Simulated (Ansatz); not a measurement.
A first, cheap relaxation of C8H10 (`Cc1ccccc1C`).

```yaml
crystal:
  periodic: [false, false, false]
  atoms:
    - {symbol: C, position_ang: [1.219600, -1.641930, 0.495700]}
    - {symbol: C, position_ang: [0.618440, -0.389800, -0.066960]}
    - {symbol: C, position_ang: [1.318890, 0.366400, -0.996170]}
    - {symbol: C, position_ang: [0.782810, 1.526200, -1.526720]}
    - {symbol: C, position_ang: [-0.473970, 1.943040, -1.127860]}
    - {symbol: C, position_ang: [-1.180270, 1.197350, -0.200950]}
    - {symbol: C, position_ang: [-0.650600, 0.033490, 0.338630]}
    - {symbol: C, position_ang: [-1.433030, -0.758640, 1.341430]}
    - {symbol: H, position_ang: [2.184660, -1.845370, 0.038160]}
    - {symbol: H, position_ang: [1.360690, -1.548680, 1.572620]}
    - {symbol: H, position_ang: [0.565420, -2.495450, 0.320840]}
    - {symbol: H, position_ang: [2.301250, 0.040820, -1.309640]}
    - {symbol: H, position_ang: [1.344770, 2.100980, -2.248150]}
    - {symbol: H, position_ang: [-0.904490, 2.845890, -1.535800]}
    - {symbol: H, position_ang: [-2.162790, 1.524040, 0.110260]}
    - {symbol: H, position_ang: [-2.378210, -0.270730, 1.565200]}
    - {symbol: H, position_ang: [-0.871020, -0.868850, 2.268350]}
    - {symbol: H, position_ang: [-1.642150, -1.758740, 0.961080]}
basis:
  gaussian: {orbitals: def2-SVP}
hamiltonian: {xc: pbe, dispersion: d4}
relax: {f_tol: 0.03, max_steps: 200}
```

```sh
$ ansatz run in.yaml --threads 2 --pin off --events-out ev --progress --plain --max-ram 32768MiB --backend cpu
```

Shortened log:

```
Functional definition: PBE
mean field -8441.87988829 eV, -310.2333637829 hartree, gradient 4.2e-5 eV, S^2 0.000000; 0 other end points of the search recorded, 0 dependent functions left out
relax step   1: F+E_penalty+E_count = -8442.36749824 eV  Δ(F+E_penalty+E_count) = +0.000e0 eV  max|allowed force component| = 6.911e-1 eV/Å  Δτ_max = 0.0000 Å  (31 SCF iters, accepted)
mean field -8442.01737324 eV, -310.2384162617 hartree, gradient 8.0e-6 eV, S^2 0.000000; 0 other end points of the search recorded, 0 dependent functions left out
relax step   2: F+E_penalty+E_count = -8442.50000309 eV  Δ(F+E_penalty+E_count) = -1.325e-1 eV  max|allowed force component| = 2.085e-1 eV/Å  Δτ_max = 0.0412 Å  (32 SCF iters, accepted)
mean field -8442.03050505 eV, -310.2388988468 hartree, gradient 8.2e-6 eV, S^2 0.000000; 0 other end points of the search recorded, 0 dependent functions left out
relax step   3: F+E_penalty+E_count = -8442.51144402 eV  Δ(F+E_penalty+E_count) = -1.144e-2 eV  max|allowed force component| = 3.675e-2 eV/Å  Δτ_max = 0.0236 Å  (32 SCF iters, accepted)
mean field -8442.03066246 eV, -310.2389046314 hartree, gradient 8.1e-6 eV, S^2 0.000000; 0 other end points of the search recorded, 0 dependent functions left out
relax step   4: F+E_penalty+E_count = -8442.51157446 eV  Δ(F+E_penalty+E_count) = -1.304e-4 eV  max|allowed force component| = 4.401e-3 eV/Å  Δτ_max = 0.0124 Å  (32 SCF iters, accepted)
mean field -8442.03066246 eV, -310.2389046314 hartree, gradient 8.1e-6 eV, S^2 0.000000; 1 other end points of the search recorded, 0 dependent functions left out
Total energy: -8442.51161162 eV, -310.2565791872 hartree
Atom 0 at     1.230250    -1.657172     0.495954 Å, force    -0.000938     0.001876    -0.000666 eV/Å
Atom 1 at     0.628411    -0.396355    -0.069565 Å, force    -0.004401     0.000710     0.001667 eV/Å
Atom 2 at     1.333002     0.372018    -1.015595 Å, force     0.000302    -0.003690     0.000890 eV/Å
Atom 3 at     0.791763     1.548872    -1.553914 Å, force    -0.001552     0.002585     0.001643 eV/Å
Atom 4 at    -0.478910     1.975257    -1.144350 Å, force     0.001654    -0.001051    -0.002770 eV/Å
Atom 5 at    -1.191852     1.218686    -0.202528 Å, force    -0.000777    -0.001965     0.003131 eV/Å
Atom 6 at    -0.660501     0.035771     0.345381 Å, force     0.004161    -0.001731    -0.000582 eV/Å
Atom 7 at    -1.444944    -0.761327     1.355815 Å, force     0.001291     0.000998    -0.001618 eV/Å
Atom 8 at     2.229263    -1.858653     0.064091 Å, force     0.003846    -0.000298    -0.000580 eV/Å
Atom 9 at     1.344055    -1.599157     1.599727 Å, force    -0.001020     0.001655     0.002026 eV/Å
Atom 10 at     0.590405    -2.543548     0.297991 Å, force    -0.002135    -0.001164    -0.002838 eV/Å
Atom 11 at     2.332173     0.035005    -1.335761 Å, force     0.000243    -0.000141    -0.001202 eV/Å
Atom 12 at     1.364064     2.130782    -2.292521 Å, force     0.000353     0.000186     0.000756 eV/Å
Atom 13 at    -0.917709     2.896734    -1.556687 Å, force    -0.000430    -0.000667    -0.000485 eV/Å
Atom 14 at    -2.191416     1.551667     0.120621 Å, force    -0.000069     0.001163     0.000484 eV/Å
Atom 15 at    -2.420728    -0.287783     1.576566 Å, force    -0.003639     0.000994     0.000320 eV/Å
Atom 16 at    -0.894204    -0.865736     2.315018 Å, force     0.002383     0.001999     0.001993 eV/Å
Atom 17 at    -1.643121    -1.795042     0.999776 Å, force     0.000729    -0.001461    -0.002170 eV/Å
Dipole moment:    -0.010712    -0.121145     0.092879 e Å
```

Run time 16 s (2 threads of an AMD EPYC 7R13 on a shared host); peak host memory 0.24 GiB.
